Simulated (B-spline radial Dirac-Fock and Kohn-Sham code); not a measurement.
# Binding energies of Cu at several levels of theory

System: the free copper atom in the configuration [Ar] 3d10 4s1.

The density-functional columns are spherical, spin-unpolarised Dirac-Kohn-Sham results without Breit or QED terms: −ε is minus the orbital energy of the initial state and ΔSCF the difference of two total energies. The reference in the last column comes from Dirac-Fock energy differences between relaxed states, corrected for Breit and QED terms. All numbers are from a B-spline atomic structure program, in eV; a selection of levels is shown. For the 1s level of heavy atoms much of the gap between ΔSCF and the reference is the Breit and QED part, -16.2 eV here; for other levels the error of the functional can be larger.

```csv
level,LDA ΔSCF,PBE0 −ε,PBE −ε,PBE ΔSCF,Dirac-Fock
1s,9002.8,8899.6,8848.8,9021.2,8986.0
2s,1083.3,1080.2,1062.1,1085.2,1106.3
2p1/2,959.3,945.1,930.4,959.8,958.9
2p3/2,938.1,924.5,909.9,938.6,938.8
3p1/2,81.25,78.97,73.86,81.31,85.64
3p3/2,78.62,76.33,71.28,78.69,83.12
3d3/2,12.09,7.40,5.20,11.76,7.67
3d5/2,11.79,7.10,4.93,11.46,7.42
4s,8.43,4.31,4.61,8.15,6.56
```

Problem. Order the estimates of the K (1s) level by their distance from the Dirac-Fock value, nearest first.
A. PBE −ε
B. PBE0 −ε
C. PBE ΔSCF
D. LDA ΔSCF

Solution. D (16.8 eV), C (35.2 eV), B (86.4 eV), A (137.1 eV).

For the outermost level NIST gives 7.72638 eV (measured); the differences from it are LDA ΔSCF +0.70, PBE0 −ε -3.42, PBE −ε -3.12, PBE ΔSCF +0.42, Dirac-Fock -1.17 eV.

Values without a named source are computed, but for edge energies of neutral atoms, which are taken from tables.
